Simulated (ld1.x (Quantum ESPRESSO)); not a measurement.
What one change does to a pseudopotential (nitrogen (N), PAW)

nitrogen (N), PAW, made with ld1.x (Quantum ESPRESSO) 7.5 (PBEsol, scalar-relativistic). Core [He], reference 2s2 2p3. Waves: 2s (bound): rcut 0.85, rcutus 1.05 bohr; 2s channel at -0.5 Ry: rcut 0.85, rcutus 1.05 bohr; 2p (bound): rcut 1.85, rcutus 2.20 bohr; 2p channel at 2.85 Ry: rcut 1.85, rcutus 2.20 bohr; 3d channel at -0.15 Ry: rcut 1.55, rcutus 1.85 bohr. Local part: all-electron potential smoothed inside 1.95 bohr (lloc = -1). Core correction: Bessel-smoothed model core inside 0.90 bohr. Augmentation charge: PSQ, inside the norm-conserving radii.

All-electron outer shells of the reference configuration (PBEsol, scalar-relativistic, ld1.x):

| shell | level (eV) | outermost node (bohr) | outermost maximum (bohr) |
| --- | --- | --- | --- |
| 1s | -383.09 | – | 0.15 |
| 2s | -18.46 | 0.32 | 1.02 |
| 2p | -7.04 | – | 0.98 |

Change: wave 2s channel at -0.5 Ry: rcut 0.85, rcutus 1.05 bohr becomes 2s channel at -1.12 Ry: rcut 0.85, rcutus 1.05 bohr.

Cutoffs: the cutoffs (Ry, on a coarse ladder) from which the occupation-weighted sum of valence levels, in a spherical-Bessel basis at the reference potential, stays within 10 and 1 mRy of its value at 400 Ry; they do not see the model core or the augmentation charge, which bear on the density cutoff. Errors are all-electron minus pseudo energies relative to the spin-unpolarised reference configuration.

Question: What does the change do?

Answer: The potential gets neither clearly harder nor softer (15 Ry and 30 Ry → 15 Ry and 30 Ry); of the 7 tests that both files solve, the error grows in 0 and shrinks in 2 by more than 15 % and 0.3 meV (median size 2.0 → 2.0 meV); neither file shows a bound ghost.

| quantity | base | changed |
| --- | --- | --- |
| cutoff, loose | 15 Ry | 15 Ry |
| cutoff, tight | 30 Ry | 30 Ry |
| bound ghosts | none | none |
| error for 2s2 2p2, meV [ΔE 13.52 eV] | -5.4 | -5.3 |
| error for 2s2 2p1, meV [ΔE 42.26 eV] | -1.9 | -0.8 |
| error for 2s2 2p0, meV [ΔE 89.14 eV] | -6.2 | -3.4 |
| error for 2s0 2p5, meV [ΔE 22.90 eV] | -2.0 | -2.0 |
| error for 2s2 2p2.5, meV [ΔE 5.06 eV] | -2.7 | -2.7 |
| error for 2s1 2p4, meV [ΔE 11.43 eV] | -0.5 | -0.6 |
| error for 2s2 2p3.3, meV [ΔE -1.60 eV] | -1.3 | -1.3 |
| s: phases at 2.39 bohr within 0.05 rad from the reference energy up to (Ry; the scan ends near 5) | to the end of the scan | to the end of the scan |
| p: phases at 2.39 bohr within 0.05 rad from the reference energy up to (Ry; the scan ends near 5) | 1.7 | 1.7 |
| d: phases at 2.39 bohr within 0.05 rad from the reference energy up to (Ry; the scan ends near 5) | to the end of the scan | to the end of the scan |
| lowest overlap eigenvalue by channel | s 0.45, p 0.88, d 0.94 | s 0.43, p 0.88, d 0.94 |
